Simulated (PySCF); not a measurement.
# Se₃: from structure and modes to constants

Method: PBE0/[Se def2-TZVP], no relativity, density fitting, PySCF.

The singlet minimum has C2v symmetry. Masses (u): Se 79.91652.

```xyz
3
charge 0 multiplicity 1, angstrom
Se    0.0000    0.0000   -0.7771
Se    1.8570    0.0000    0.3886
Se   -1.8570    0.0000    0.3886
```

Harmonic wavenumbers (cm⁻¹): 126.5 (a1, ×1), 339.6 (a1, ×1), 384.7 (b2, ×1).

Find the principal moments of inertia and the rotational constants. What kind of rotor is it?

About the centre of mass I = 72.396, 551.16, 623.55 u Å². With B = 16.8576/I this gives 0.2329, 0.03059, 0.02703 cm⁻¹. The molecule is an asymmetric top with κ = -0.97.

What is the harmonic zero-point energy?

Half the sum of all 3 wavenumbers, 851/2 = 425 cm⁻¹, which is 5.1 kJ/mol (1 cm⁻¹ = 0.0119627 kJ/mol).

Find the vibrational entropy and heat capacity at 298.15 K.

With u = 1.43878 ω/T, each mode gives S = R[u/(eᵘ−1) − ln(1−e⁻ᵘ)] and C = R u² eᵘ/(eᵘ−1)².
| ω (cm⁻¹) | u | S (J/(mol K)) | C (J/(mol K)) |
| --- | --- | --- | --- |
| 126.5 | 0.611 | 12.54 | 8.06 |
| 339.6 | 1.639 | 5.08 | 6.68 |
| 384.7 | 1.856 | 4.27 | 6.29 |
The sums over all modes are S = 21.9 and C = 21.0 J/(mol K); the softest mode gives 57 % of the entropy.

Give the standard entropy (298.15 K, 1 bar) by its translational, rotational, vibrational and spin parts, and Cp.

Sackur–Tetrode with M = 239.75 u gives 177.2; rotation with symmetry number 2 gives 113.6; vibration 21.9; spin R ln 1 = 0.0. The total is 312.6 J/(mol K), and Cp = 4 R + 21.0 = 54.3 J/(mol K).

Only a few start shapes were tried, so a lower isomer may exist.
